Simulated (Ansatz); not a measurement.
`C[Si@H](O)[Si@H](O)F`, one more setting.

```yaml
crystal:
  periodic: [false, false, false]
  atoms:
    - {symbol: C, position_ang: [-1.353913, 1.541485, -0.603844]}
    - {symbol: Si, position_ang: [-0.564369, -0.140281, -0.656345]}
    - {symbol: O, position_ang: [-1.558903, -1.215325, 0.112809]}
    - {symbol: Si, position_ang: [1.502204, -0.262841, 0.461885]}
    - {symbol: O, position_ang: [1.427468, -1.753749, 1.157476]}
    - {symbol: F, position_ang: [1.626931, 0.859205, 1.605025]}
    - {symbol: H, position_ang: [-1.452747, 1.895957, 0.423919]}
    - {symbol: H, position_ang: [-0.755070, 2.265249, -1.162892]}
    - {symbol: H, position_ang: [-2.348957, 1.504533, -1.054518]}
    - {symbol: H, position_ang: [-0.345816, -0.541849, -2.079067]}
    - {symbol: H, position_ang: [-1.118839, -1.947328, 0.551103]}
    - {symbol: H, position_ang: [2.756882, -0.128555, -0.330048]}
    - {symbol: H, position_ang: [2.205429, -2.111200, 1.589299]}
basis:
  gaussian: {orbitals: aug-pcseg-2, nuclear_model: gaussian}
hamiltonian: {xc: {name: B3LYP5}}
```

```sh
$ ansatz run in.yaml --threads 2 --pin off --events-out ev --progress --plain --max-ram 32768MiB --backend cuda --devices 0, --max-vram 18GiB
```

Shortened log:

```
Functional definition: B3LYP5
1908 factors; their error is unknown
mean field evaluation 1: about -23703.7851 eV, gradient 1.0e2 eV
mean field evaluation 2: about -23669.2186 eV, gradient 1.6e2 eV
mean field evaluation 4: about -23720.8497 eV, gradient 9.9e0 eV
mean field evaluation 8: about -23721.0526 eV, gradient 2.0e-1 eV
mean field evaluation 16: about -23721.1113 eV, gradient 2.9e-4 eV
mean field -23721.11132448 eV, -871.7347624279 hartree, gradient 6.9e-5 eV, S^2 0.000000; 0 other end points of the search recorded, 0 dependent functions left out
reference -23721.11170183 eV, -871.7347762952 hartree; 33, 33 occupied and 412, 412 virtual orbitals, 1908 factors
Total energy: -23721.11170183 eV, -871.7347762952 hartree
```

Run time 6.5 s (2 threads of an AMD EPYC 7R13 on a shared host and a share of an NVIDIA H100 80 GB); peak host memory 0.91 GiB.
